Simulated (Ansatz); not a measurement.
The first iterations of a band of BGeH6N (9 atoms, charge 0, multiplicity 1).

Level of theory: RKS PBE0/def2-SVP (Ansatz 0.2.0).

```json
{
 "movable images": "7",
 "climbing image": "yes",
 "spring": "5.0 eV/Å²",
 "optimiser": "quadratic models (default)",
 "start path": "IDPP",
 "force threshold": "0.05 eV/Å",
 "iteration limit": "6",
 "end points": "relaxed"
}
```

First end point:

```xyz
9
Properties=species:S:1:pos:R:3
B -1.075 0.891 -0.978
Ge 0.618 0.130 -0.098
N 0.210 -1.347 0.932
H -2.182 0.626 -0.571
H -0.984 1.666 -1.901
H 1.279 1.296 0.701
H 1.672 -0.340 -1.122
H 1.000 -1.738 1.439
H -0.540 -1.183 1.599
```

Last end point:

```xyz
9
Properties=species:S:1:pos:R:3
B -1.077 0.888 -0.978
Ge 0.619 0.133 -0.097
N 0.211 -1.343 0.932
H -0.990 1.658 -1.905
H -2.182 0.618 -0.569
H 1.282 1.300 0.701
H 1.673 -0.337 -1.122
H 1.001 -1.736 1.439
H -0.538 -1.179 1.600
```

| iteration | highest image above the first end (eV) | largest band force component (eV/Å) |
| --- | --- | --- |
| 1 | 0.181 | 0.693 |
| 2 | 0.120 | 0.337 |

**Question.** Does the band converge within its limit, and where does its top end?

**Answer.** The run converged. It ended after 5 iterations with the highest image 0.085 eV above the first end. Another band between the same ends (7 images) ends at a top of the same energy, where a vibrational analysis finds 1 clearly imaginary mode.

Run time: 2.8 min on 1 thread of Intel(R) Xeon(R) Platinum 8488C (Sapphire Rapids), on a shared host, peak memory 0.19 GiB.
